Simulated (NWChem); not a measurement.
System: C$_{2}$H$_{5}$FGe; SMILES C=[CH][GeH2][F]

Input file for NWChem:

```
start job
memory heap 200 mb stack 900 mb global 1100 mb
geometry units angstroms noautoz
  Ge    -0.307332    -0.566283     0.000000
  F      1.432287    -0.810534     0.000000
  C     -0.534754     1.362044     0.000000
  C      0.524578     2.176314     0.000000
  H     -0.853908    -1.255221    -1.275861
  H     -0.853908    -1.255221     1.275861
  H     -1.543231     1.775798     0.000000
  H      0.422903     3.260657     0.000000
  H      1.539062     1.785201     0.000000
end
basis spherical
  Ge library sto-3g
  F library sto-3g
  C library sto-3g
  H library sto-3g
end
dft
  xc hfexch
  iterations 150
  mulliken
end
task dft energy
```

Coordinates come from a B3LYP/6-31G* (spherical d) optimisation.

Question: What results follow from this input? (Hartree-Fock/STO-3G.) Quantities: basis functions; energy (Ha); highest occupied level (eV); orbital gap (eV); dipole (D).

Answer: 
```
Item                           Result
---------------------------  --------
number of basis functions          38
energy (Ha)                  -2227.48
highest occupied level (eV)     -8.61
orbital gap (eV)                16.89
dipole (D)                       1.38
```
